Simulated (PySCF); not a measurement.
**How methods differ on the excitation energy of Cl⁺**

Cl⁺ [Ne] 3s2 3p4 (3P) → Cl⁺ [Ne] 3s2 3p3 4s1 (5S), as a difference of total energies. Calculation: PySCF 2.14, in aug-cc-pV(Q+d)Z (7s6p5d3f2g, 89 functions); no relativity, point nucleus. Correlated levels: valence: [Ne] frozen. The calculations carry no spin-orbit coupling.

```tsv
method	excitation energy (eV)
UHF	12.642
MP2 (valence)	13.134
SCS-MP2 (valence)	13.382
CCSD (valence)	13.265
CCSD(T) (valence)	13.264
```

How much does correlation contribute at CCSD(T) (valence)?

13.264 − (12.642) = 0.622 eV, measured against UHF.

Errors of the correlated levels include the incompleteness of this basis and the frozen core.

For comparison: 13.333 eV (measured; NIST levels, between the centres of gravity of the two terms).
